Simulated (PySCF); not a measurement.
## From computed data to an observable: oscillator strength and radiative lifetime

Si(Br)(Me)(OH)(NMe2) (C₃H₁₀BrNOSi), SMILES CN(C)[Si](Br)(C)O.

Coordinates come from a PBE0-D3(BJ)/def2-SVP optimisation. The values are those of a single conformer.

TDA-ωB97X/def2-SVPD run with PySCF 2.14.0 puts the first singlet state with f over 0.02 at 7.39 eV (vertical), with the transition dipole (-0.172, 0.104, 0.280) in atomic units.

Question: Find the oscillator strength, the wavelength and the radiative lifetime that this transition would have in vacuum if emission retraced absorption.

Answer: 
|μ|² = 0.1188 au, so |μ| = 0.88 D. ΔE = 7.39/27.211 = 0.2716 hartree. f = (2/3) ΔE |μ|² = 0.022 (the program prints 0.022).
λ = 1239.84/7.39 = 168 nm; ν = 59604 cm⁻¹.
Einstein's coefficient A = 0.6670 ν² f s⁻¹ (ν in cm⁻¹) = 5.1e7 s⁻¹, so τ = 1/A = 20 ns. This state is S2; the lower singlet has f = 0.011. The figure is the radiative limit of this one transition; relaxation, internal conversion, crossing to triplets and a medium change what is measured.
